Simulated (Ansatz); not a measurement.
The same bond dissociation along the group B, Ga, In.

Program: Ansatz. Geometries: PBE0-D4/def2-TZVP. ΔE: electronic, gas phase. CCSD(T)/CBS is the MP2 limit (def2-TZVPP, def2-QZVPP) plus CCSD(T) − MP2 in def2-TZVPP, frozen cores. Small cases extrapolate CCSD(T) itself. DFT in def2-TZVPP. No spin–orbit coupling; open shells (•) take unrestricted orbitals. Elements past krypton have def2 core potentials. For Ga, In outer-core shells are correlated without core-valence functions, so the limit isn't a true one: a few kJ/mol of doubt a bond, and 10 to 20 or more in all where bonds break to atoms. Scalar relativity is left out up to krypton.

| reaction | PBE0-D4 (eV) |
| --- | --- |
| BH₃ → `[BH2]`• + H• | 4.64 |
| `[GaH3]` → `[GaH2]`• + H• | 3.54 |
| `[InH3]` → `[InH2]`• + H• | 3.13 |

Question: Give the CCSD(T)/CBS values in the same order. (Estimate.)

Answer: The calculation gave: 4.81, 3.80, 3.33 eV.

Largest T1 diagnostic: 0.018, for `[InH2]`•.

Extrapolated directly: BH₃ → `[BH2]`• + H•.
